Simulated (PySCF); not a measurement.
**O⁺: excitation energy**

O⁺ [He] 2s2 2p3 (4S) → O⁺ [He] 2s1 2p4 (4P), as a difference of total energies. All numbers are calculated (PySCF 2.14, scalar relativity by spin-free X2C-1e, in ANO-RCC-VTZP (4s3p2d1f, 30 functions)). Correlated levels: valence: 1s2 frozen; valence and next inner shell: nothing frozen. The calculations carry no spin-orbit coupling.

```tsv
method	excitation energy (eV)
UHF	14.973
LDA	14.350
PBE	14.106
PBE0	14.413
r2SCAN	14.095
LC-wPBE	14.265
M06-2X	15.129
revPBE	14.063
PBEsol	14.151
MP2 (valence)	15.010
SCS-MP2 (valence)	15.016
MP2 (valence and next inner shell)	14.994
SCS-MP2 (valence and next inner shell)	15.007
```

Task: How much does correlation contribute at MP2 (valence and next inner shell)?

Result: 14.994 − (14.973) = 0.021 eV, measured against UHF.

Errors of the correlated levels include the incompleteness of this basis and the frozen core.

For comparison: 14.870 eV (measured; NIST levels, between the centres of gravity of the two terms).
